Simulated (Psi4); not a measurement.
sulfur tetrafluoride (F4S), singlet, at a GFN2-xTB geometry; PBE0/STO-3G (Psi4 1.11).

Input for Psi4:
```
memory 2 GB

molecule mol {
0 1
F    -0.233516    1.370498   -0.188413
S    -0.235038   -0.190883    0.227889
F    -1.194950   -0.513298   -1.127024
F     0.795612    0.188980    1.514217
F     1.050699   -0.706832   -0.603916
}

set {
  basis sto-3g
  reference rks
}

energy('pbe0')
print_variables()
```

What the program printed (banner, timings and long lists left out):

```
   => Loading Basis Set <=

    Name: STO-3G
    Role: ORBITAL
    Keyword: BASIS

         ---------------------------------------------------------
                                   SCF
               by Justin Turney, Rob Parrish, Andy Simmonett
                          and Daniel G. A. Smith
                              RKS Reference
         ---------------------------------------------------------

  ==> Geometry <==

    Molecular point group: c1
    Full point group: C1

    Geometry (in Angstrom), charge = 0, multiplicity = 1:

       Center              X                  Y                   Z               Mass
    ------------   -----------------  -----------------  -----------------  -----------------
         F           -0.237440729505     1.367310457048    -0.184607589602    18.998403162730
         S           -0.238962729505    -0.194070542952     0.231694410398    31.972071174400
         F           -1.198874729505    -0.516485542952    -1.123218589602    18.998403162730
         F            0.791687270495     0.185792457048     1.518022410398    18.998403162730
         F            1.046774270495    -0.710019542952    -0.600110589602    18.998403162730

  Running in c1 symmetry.

  Rotational constants: A =      0.20234  B =      0.12617  C =      0.10101 [cm^-1]
  Rotational constants: A =   6065.93662  B =   3782.54740  C =   3028.21774 [MHz]
  Nuclear repulsion =  288.489881856604711

  Charge       = 0
  Multiplicity = 1
  Electrons    = 52
  Nalpha       = 26
  Nbeta        = 26

  ==> Algorithm <==

  SCF Algorithm Type is DF.
  DIIS enabled.
  MOM disabled.
  Fractional occupation disabled.
  Guess Type is SAD.
  Energy threshold   = 1.00e-06
  Density threshold  = 1.00e-06
  Integral threshold = 1.00e-12

  ==> Primary Basis <==

  Basis Set: STO-3G
    Blend: STO-3G
    Number of shells: 17
    Number of basis functions: 29
    Number of Cartesian functions: 29
    Spherical Harmonics?: true
    Max angular momentum: 1

  ==> DFT Potential <==

   => LibXC <=

    Version 7.1.2
    S. Lehtola, C. Steigemann, M. J. T. Oliveira, and M. A. L. Marques,  SoftwareX 7, 1–5 (2018) (10.1016/j.softx.2017.11.002)

   => Composite Functional: PBE0 <=

    PBE0 Hyb-GGA Exchange-Correlation Functional

    C. Adamo and V. Barone,  J. Chem. Phys. 110, 6158 (1999) (10.1063/1.478522)
    M. Ernzerhof and G. E. Scuseria,  J. Chem. Phys. 110, 5029 (1999) (10.1063/1.478401)

    Deriv               =              1
[...]
   @DF-RKS iter   2:  -786.23734090759228    1.90367e-01   2.59415e-02 ADIIS/DIIS
   @DF-RKS iter   3:  -786.62696664612622   -3.89626e-01   6.98009e-03 ADIIS/DIIS
   @DF-RKS iter   4:  -786.66013183018924   -3.31652e-02   1.61941e-03 ADIIS/DIIS
   @DF-RKS iter   5:  -786.66225658084966   -2.12475e-03   8.77046e-05 DIIS
   @DF-RKS iter   6:  -786.66226256245284   -5.98160e-06   8.72052e-06 DIIS
   @DF-RKS iter   7:  -786.66226263222120   -6.97684e-08   4.61279e-07 DIIS
  Energy and wave function converged.

  ==> Post-Iterations <==

   Electrons on quadrature grid:
      Ntotal   =   51.9999462560 ; deviation = -5.374e-05

    Orbital Energies [Eh]
    ---------------------

    Doubly Occupied:

[...]
    Virtual:

[...]
    Final Occupation by Irrep:
              A
    DOCC [    26 ]
    NA   [    26 ]
    NB   [    26 ]

  @DF-RKS Final Energy:  -786.66226263222120

   => Energetics <=

    Nuclear Repulsion Energy =            288.4898818566047112
    One-Electron Energy =               -1674.5697681999477027
    Two-Electron Energy =                 650.6481400002635382
    DFT Exchange-Correlation Energy =     -51.2305162891418249
    Empirical Dispersion Energy =           0.0000000000000000
    VV10 Nonlocal Energy =                  0.0000000000000000
    Total Energy =                       -786.6622626322212000

Computation Completed

Properties will be evaluated at   0.000000,   0.000000,   0.000000 [a0]

Properties computed using the SCF density matrix

 Multipole Moments:

 ------------------------------------------------------------------------------------
     Multipole            Electronic (a.u.)      Nuclear  (a.u.)        Total (a.u.)
 ------------------------------------------------------------------------------------

 L = 1.  Multiply by 2.5417464519 to convert [e a0] to [Debye]
 Dipole X            :          0.3091310           -0.3856722           -0.0765412
 Dipole Y            :          0.2510302           -0.3132188           -0.0621886
 Dipole Z            :         -0.2995848            0.3739415            0.0743568
 Magnitude           :                                                    0.1235107

 ------------------------------------------------------------------------------------

  Variable Map:
  ----------------------------------------------------------------------------
[...]
  Array Variable Map:
  ----------------------------------------------------------------------------
[...]
[...]
```
